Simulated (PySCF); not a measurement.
Job for PySCF: R-M06-2X/def2-TZVPP on H2OSn (SMILES [OH][SnH]), a point of a torsion scan. Elements past Kr take the def2 small-core potentials; no spin–orbit coupling.

```python
from pyscf import gto, dft

mol = gto.M(
    atom='''
    O    -0.98281413    0.21185591    0.29063627
    Sn    0.85723283    0.74663670   -0.36190339
    H    -1.57494669   -0.42157899   -0.10955291
    H     1.17565909    1.97584508    1.02854480
    ''',
    basis='def2-tzvpp',
    ecp={'Sn': 'def2-tzvpp'},
    charge=0, spin=0, verbose=4, max_memory=1800)
mf = dft.RKS(mol, xc='m062x').density_fit(auxbasis='def2-universal-jkfit')
mf.grids.level = 4
mf.conv_tol = 1e-9
mf.max_cycle = 150
mf.kernel()
mf.dip_moment()
```

It printed:

```
PySCF version 2.14.0

[INPUT] verbose = 4
[INPUT] num. atoms = 4
[INPUT] num. electrons = 32
[INPUT] charge = 0
[INPUT] spin (= nelec alpha-beta = 2S) = 0
[INPUT] symmetry False subgroup None
[INPUT] Mole.unit = angstrom
[INPUT] Symbol           X                Y                Z      unit          X                Y                Z       unit  Magmom
[INPUT]  1 O     -0.982814130000   0.211855910000   0.290636270000 AA   -1.857249537053   0.400349647771   0.549222952165 Bohr   0.0
[INPUT]  2 Sn     0.857232830000   0.746636700000  -0.361903390000 AA    1.619935273686   1.410938877549  -0.683898290652 Bohr   0.0
[INPUT]  3 H     -1.574946690000  -0.421578990000  -0.109552910000 AA   -2.976217904890  -0.796668830971  -0.207024996049 Bohr   0.0
[INPUT]  4 H      1.175659090000   1.975845080000   1.028544800000 AA    2.221673695955   3.733806065769   1.943667978846 Bohr   0.0

nuclear repulsion = 62.5278887645829
number of shells = 39
number of NR pGTOs = 169
number of NR cGTOs = 109
basis = def2-tzvpp
ecp = {'Sn': 'def2-tzvpp'}


******** <class 'pyscf.df.df_jk.DFRKS'> ********
method = DFRKS
initial guess = minao
damping factor = 0
level_shift factor = 0
DIIS = <class 'pyscf.scf.diis.CDIIS'>
diis_start_cycle = 1
diis_space = 8
diis_damp = 0
SCF conv_tol = 1e-09
SCF conv_tol_grad = None
SCF max_cycles = 150
direct_scf = False
XC library pyscf.dft.libxc version 7.1.2
    S. Lehtola, C. Steigemann, M. J. T. Oliveira, and M. A. L. Marques,  SoftwareX 7, 1–5 (2018)
XC functionals = m062x
    Y. Zhao and D. G. Truhlar,  Theor. Chem. Acc. 120, 215 (2008)
    Y. Zhao and D. G. Truhlar,  Theor. Chem. Acc. 120, 215 (2008)
radial grids:
    Treutler-Ahlrichs [JCP 102, 346 (1995); DOI:10.1063/1.469408] (M4) radial grids

becke partition: Becke, JCP 88, 2547 (1988); DOI:10.1063/1.454033
pruning grids: <function nwchem_prune>
grids dens level: 4
symmetrized grids: False
atomic radii adjust function: <function treutler_atomic_radii_adjust>
small_rho_cutoff = 0
Set gradient conv threshold to 3.16228e-05
Initial guess from minao.
tot grids = 91808
******** <class 'pyscf.df.df.DF'> ********
auxbasis = def2-universal-jkfit
init E= -253.556567700345
  HOMO = -0.683244956665639  LUMO = -0.572377863247219  gap/eV = 3.01685
cycle= 1 E= -289.85996886538  delta_E= -36.3  |g|= 2.16  |ddm|= 30.8
  HOMO = -0.126141178091469  LUMO = 0.0334575903702685  gap/eV = 4.34290
cycle= 2 E= -290.169035634199  delta_E= -0.309  |g|= 1.94  |ddm|= 6.29
  HOMO = -0.260298543802428  LUMO = -0.0490262889503619  gap/eV = 5.74901
cycle= 3 E= -290.654452061891  delta_E= -0.485  |g|= 0.18  |ddm|= 2.07
  HOMO = -0.27271358926922  LUMO = -0.0625696282320796  gap/eV = 5.71831
cycle= 4 E= -290.652719899417  delta_E= 0.00173  |g|= 0.211  |ddm|= 0.23
  HOMO = -0.2782855065707  LUMO = -0.0644417908610926  gap/eV = 5.81898
cycle= 5 E= -290.660517243918  delta_E= -0.0078  |g|= 0.00873  |ddm|= 0.108
  HOMO = -0.278349473875419  LUMO = -0.0643833649797934  gap/eV = 5.82231
cycle= 6 E= -290.660532889783  delta_E= -1.56e-05  |g|= 0.00294  |ddm|= 0.0142
  HOMO = -0.278471952889575  LUMO = -0.0645021664369558  gap/eV = 5.82241
cycle= 7 E= -290.660534910557  delta_E= -2.02e-06  |g|= 0.000605  |ddm|= 0.00587
  HOMO = -0.278471866593527  LUMO = -0.0645526883501155  gap/eV = 5.82104
cycle= 8 E= -290.660535006629  delta_E= -9.61e-08  |g|= 0.000109  |ddm|= 0.00107
  HOMO = -0.278473037691644  LUMO = -0.0645443228500362  gap/eV = 5.82130
cycle= 9 E= -290.660535013173  delta_E= -6.54e-09  |g|= 3.33e-05  |ddm|= 0.000257
  HOMO = -0.278473212982863  LUMO = -0.0645450452776508  gap/eV = 5.82128
cycle= 10 E= -290.660535013709  delta_E= -5.36e-10  |g|= 1.1e-05  |ddm|= 6.91e-05
  HOMO = -0.278472878938814  LUMO = -0.0645454412680273  gap/eV = 5.82126
Extra cycle  E= -290.66053501376  delta_E= -5.08e-11  |g|= 6.5e-06  |ddm|= 1.83e-05
converged SCF energy = -290.66053501376
Dipole moment(X, Y, Z, Debye):  0.92807, -0.87530, -1.84347
```

The run converged.

Cost: very roughly 11 core-seconds.
